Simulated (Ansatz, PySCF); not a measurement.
Potential energy curve for SMILES F[SiH2]F (H2F2Si). The Si1–F5 bond (Si1 also carries F, H, H; F5 carries nothing else) is varied alone, starting from the PBE0/def2-TZVP optimised geometry.

- RKS-PBE = restricted PBE/cc-pVTZ (Ansatz, an electronic-structure program)
- UKS-B3LYP = unrestricted B3LYP/cc-pVTZ in Ansatz
- RHF/LANL2DZ = PySCF with restricted Hartree-Fock/LANL2DZ, with its core potentials past Ne
- UCCSD(T) = CCSD(T) on UHF/cc-pVTZ, frozen core in Ansatz

Energies relative to the lowest point of each curve near equilibrium, in mEh:

| R / Å | RKS-PBE | UKS-B3LYP | RHF/LANL2DZ |
|---|---|---|---|
| 1.35 | 70.1 | 65.8 | 92.6 |
| 1.47 | 15.8 | 13.7 | 26.9 |
| 1.59 | 0.0 | 0.0 | 2.6 |
| 1.65 | 0.3 | 1.3 | 0.0 |
| 1.70 | 3.3 | 5.1 | 1.1 |
| 1.82 | 16.9 | 20.5 | 12.3 |
| 2.14 | 69.6 | 77.1 | 67.5 |
| 2.37 | 106.9 | 116.8 | 110.7 |
| 3.14 | 193.2 | 202.8 | 221.6 |
| 3.55 | 218.2 | 220.4 | 259.7 |
| 3.93 | 233.2 | 229.6 | 285.9 |
| 5.63 | 257.2 | 242.0 | 343.0 |

What does UCCSD(T) give at the same points?

1.35: 64.5; 1.47: 12.8; 1.59: 0.0; 1.65: 1.9; 1.70: 6.2; 1.82: 22.9; 2.14: 83.5; 2.37: 125.9; 3.14: 228.1; 3.55: 245.0; 3.93: 248.8; 5.63: 250.5 (mEh).

The restricted form behind RKS-PBE, RHF/LANL2DZ keeps the bonding electrons paired and can't separate into open-shell fragments. The unrestricted determinant behind UKS-B3LYP is spin-contaminated at 2.88 to 5.63 Å (<S²> up to 0.8, against 0.00 for a pure singlet). The unrestricted determinant behind UCCSD(T) is spin-contaminated at 2.66 to 5.63 Å (<S²> up to 1.0, against 0.00 for a pure singlet).
